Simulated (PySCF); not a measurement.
`C[C@@H](F)O[C@H](F)C(F)F`. Computed geometry: GFN2-xTB, gas phase.

```
atom  x, y, z in Å
C1     2.3597    0.5037    0.2378
C2     1.0836   -0.1871    0.6664
F3     0.7068    0.2572    1.9154
O4     0.0696    0.1348   -0.2418
C5    -1.1383   -0.4823   -0.0267
F6    -1.0478   -1.8157   -0.3620
C7    -2.1739    0.1657   -0.9584
F8    -3.3863   -0.3845   -0.7556
F9    -2.2859    1.4756   -0.6744
H10    2.1744    1.5709    0.1565
H11    3.1330    0.3245    0.9786
H12    2.6723    0.1166   -0.7261
H13    1.1996   -1.2787    0.7632
H14   -1.4740   -0.4425    1.0211
H15   -1.8973    0.0497   -2.0160
```

Where is the centre of mass (commonest isotopes), and what is the radius of gyration?

Mass 146.035 u; centre at (-0.724, -0.044, -0.016) Å; Rg = √(Σ m r²/M) = 2.173 Å. As Ia + Ib + Ic = 2 Σ m r², the three principal moments sum to 1378.6 u·Å².

How far are the heavy atoms from their best plane (unweighted least squares)?

0.569 Å rms; C1 0.79, C2 0.03, F3 1.35, O4 0.45, C5 0.15, F6 0.23, C7 0.34, F8 0.26, F9 0.01 Å (magnitudes).

What is the repulsion energy of the bare nuclei, Σ ZA·ZB/RAB?

517.09 Eh over 105 pairs, with full nuclear charges and distances in bohr; the largest single term is 21.25 Eh (C7 with F9).

What is the longest distance between nuclei?

F8···H11, 6.78 Å; the next longest distance is 6.08 Å.

Work out the bond lengths C1–C2, C2–F3, C5–H14, C7–F8, C7–F9 in Å.

For C1–C2 the difference vector is (-1.2761, -0.6908, 0.4286) Å, of length 1.5131 Å. C1–C2 1.513; C2–F3 1.378; C5–H14 1.101; C7–F8 1.347; C7–F9 1.345 Å.

Give the dihedral angles H11–C1–C2–O4, O4–C5–C7–H15, C2–O4–C5–F6, C1–C2–O4–C5, H12–C1–C2–F3.

H11–C1–C2–O4 176° (antiperiplanar); O4–C5–C7–H15 60° (synclinal); C2–O4–C5–F6 -72° (synclinal); C1–C2–O4–C5 176° (antiperiplanar); H12–C1–C2–F3 178° (antiperiplanar). Dihedral signs follow IUPAC: positive where, seen along the central bond, the front bond turns clockwise onto the rear one.

What are the angles H11–C1–H12, H10–C1–H12, O4–C5–C7, C7–C5–H14, C5–C7–F9, C5–C7–F8?

From the scalar product of the two bond vectors; for H11–C1–H12 it is -0.4030 Å² over 1.0858 × 1.0847 Å², cos θ = -0.3421. H11–C1–H12 110.0°; H10–C1–H12 109.5°; O4–C5–C7 108.0°; C7–C5–H14 110.9°; C5–C7–F9 109.8°; C5–C7–F8 110.1°.

How far apart are these pairs, which share no bond: C2···H10, F3···F6, O4···F8, F6···H12, H10···H13, H10···H15, H12···H13?

C2···H10 2.131 Å (2 bonds apart); F3···F6 3.544 Å (4 bonds apart); O4···F8 3.532 Å (3 bonds apart); F6···H12 4.208 Å (5 bonds apart); H10···H13 3.072 Å (3 bonds apart); H10···H15 4.859 Å (6 bonds apart); H12···H13 2.517 Å (3 bonds apart).

Write the matrix of distances between heavy atoms (Å, lower triangle).

```
C1    0.000
C2    1.513  0.000
F3    2.368  1.378  0.000
O4    2.369  1.399  2.253  0.000
C5    3.644  2.346  2.779  1.373  0.000
F6    4.165  2.873  3.544  2.251  1.378  0.000
C7    4.701  3.657  4.070  2.355  1.536  2.356  0.000
F8    5.898  4.695  4.929  3.532  2.365  2.770  1.347  0.000
F9    4.833  3.989  4.141  2.745  2.360  3.530  1.345  2.163  0.000
```

Not checked by GFN2-xTB frequencies. The numbers are those of one conformer.
